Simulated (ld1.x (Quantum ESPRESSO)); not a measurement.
Logarithmic derivatives: tellurium (Te), RRKJ

ld1.x (Quantum ESPRESSO) 7.5 input, shortened:

```
&input
   title='Te', zed=52., rel=1, dft='PZ', iswitch=3,
   config='[Kr] 4d10 5s2 5p4'
 /
 &inputp
   pseudotype=2, tm=.false., rho0=0.001, lloc=0,
   nlcc=.true., new_core_ps=.true.
 /
3
5P  2  1   4.00   0.00  1.65  1.65  0.0
4D  3  2  10.00   0.00  1.45  1.45  0.0
5S  1  0   2.00   0.00  1.65  1.65  0.0
 &test
   configts(1)='4d10 5s2 5p4'
 /
```

The phase is arctan(r·u′/u) with u = r·R(r), unwrapped; energies in Ry, scanned from -5 to 5 Ry. A pole is an energy at which the radial function vanishes at the test radius. The pseudo phase is shifted by a multiple of π to meet the all-electron one at the reference energy, and phase errors are pseudo minus all-electron; the curves can meet again beyond the range given. Levels narrower than the energy grid can be missing from the lists of poles.

```csv
channel,radius (bohr),reference energy (Ry),"poles, all-electron","poles, pseudo",unbroken range about the reference energy with phases within 0.05 rad,phase error 1 Ry above the reference energy (rad)
s,1.81,-1.13,4.54,3.54,below 3.8,-0.010
p,1.81,-0.45,none,none,the whole range,-0.020
d,1.81,-3.06,-2.60,-2.58,below -0.1,+0.014
```

Phases in the s channel:

| E (Ry) | all-electron | pseudo |
| --- | --- | --- |
| -5.00 | 1.230 | 1.221 |
| -4.74 | 1.213 | 1.204 |
| -4.48 | 1.194 | 1.185 |
| -4.22 | 1.173 | 1.163 |
| -3.96 | 1.148 | 1.138 |
| -3.70 | 1.118 | 1.109 |
| -3.44 | 1.083 | 1.075 |
| -3.18 | 1.042 | 1.033 |
| -2.92 | 0.991 | 0.982 |
| -2.66 | 0.927 | 0.919 |
| -2.40 | 0.847 | 0.839 |
| -2.14 | 0.743 | 0.736 |
| -1.88 | 0.606 | 0.601 |
| -1.62 | 0.427 | 0.424 |
| -1.36 | 0.199 | 0.198 |
| -1.10 | -0.069 | -0.069 |
| -0.84 | -0.344 | -0.345 |
| -0.58 | -0.590 | -0.595 |
| -0.32 | -0.789 | -0.797 |
| -0.06 | -0.942 | -0.953 |
| 0.20 | -1.058 | -1.072 |
| 0.46 | -1.148 | -1.164 |
| 0.72 | -1.218 | -1.236 |
| 0.98 | -1.274 | -1.294 |
| 1.24 | -1.320 | -1.342 |
| 1.50 | -1.358 | -1.382 |
| 1.76 | -1.390 | -1.416 |
| 2.02 | -1.418 | -1.445 |
| 2.28 | -1.442 | -1.472 |
| 2.54 | -1.463 | -1.495 |
| 2.80 | -1.482 | -1.517 |
| 3.06 | -1.498 | -1.537 |
| 3.32 | -1.514 | -1.555 |
| 3.58 | -1.527 | -1.573 |
| 3.84 | -1.540 | -1.591 |
| 4.10 | -1.552 | -1.608 |
| 4.36 | -1.563 | -1.626 |
| 4.62 | -1.574 | -1.644 |
| 4.88 | -1.584 | -1.663 |
